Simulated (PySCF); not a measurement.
## Chlorine: a sound run and one with changed settings

Sound run: Cl⁺ [Ne] 3s2 3p4, Cl²⁺ [Ne] 3s2 3p3. All numbers are calculated (PySCF 2.14, the non-relativistic Hamiltonian (point nucleus), in 6-31G* (4s3p1d, 18 functions)). The sound run starts from symmetry-adapted Hartree-Fock orbitals and uses a fine grid where one is needed.

Changed run: radial step 0.8 in ln r (0.13 in the sound run). This setting is unsound on purpose.

```
species  method  sound run (hartree)  changed run (hartree)  converged
    Cl⁺     UHF           -459.01354             -459.01354        yes
    Cl⁺   M06-L           -459.63267             -459.69217        yes
    Cl⁺    PBE0           -459.48938             -459.53289        yes
   Cl²⁺     UHF           -458.18678             -458.18678        yes
   Cl²⁺   M06-L           -458.76763             -458.79740        yes
   Cl²⁺    PBE0           -458.61479             -458.64795        yes
```

Ionisation energy of Cl⁺:

```tsv
method	sound run (eV)	changed run (eV)
UHF	22.497	22.497
M06-L	23.539	24.348
PBE0	23.799	24.081
```

A coarse radial grid mis-integrates the density and the exchange-correlation energy, with errors of either sign; Hartree-Fock needs no grid.

For comparison, NIST gives 23.814 eV between the lowest levels.
